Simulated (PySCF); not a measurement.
A run for PySCF: R-B3LYP/6-311+G** on CH6N2Si (a complex), monomers drawn apart or pushed together.

```python
from pyscf import gto, scf, dft, mp
from pyscf.data.elements import chemcore

mol = gto.M(
    atom='''
    N     1.20011498   -0.04338340    0.93901748
    N     0.82041372    0.05478646   -0.07873401
    C     0.68764952   -0.20768493    5.20239567
    Si   -0.98316373    0.11033808    4.41320316
    H     1.46600498   -0.28065596    4.44162069
    H     0.67766885   -1.14001971    5.76992105
    H     0.95422072    0.60055969    5.88585638
    H    -0.96805130    1.37762972    3.64248810
    H    -2.04057055    0.21029149    5.44915430
    H    -1.34508270   -0.98982506    3.48642433
    ''',
    basis='6-311+g**',
    charge=0, spin=0, verbose=3, max_memory=1800)
mf = dft.RKS(mol, xc='b3lyp')
mf.conv_tol = 1e-8
mf.max_cycle = 100
mf.kernel()
if not mf.converged:
    mf = mf.newton().run(mf.mo_coeff, mf.mo_occ)
```

It printed:

```
converged SCF energy = -440.813147217325
```

The run converged.

Cost: very roughly 14 core-seconds.
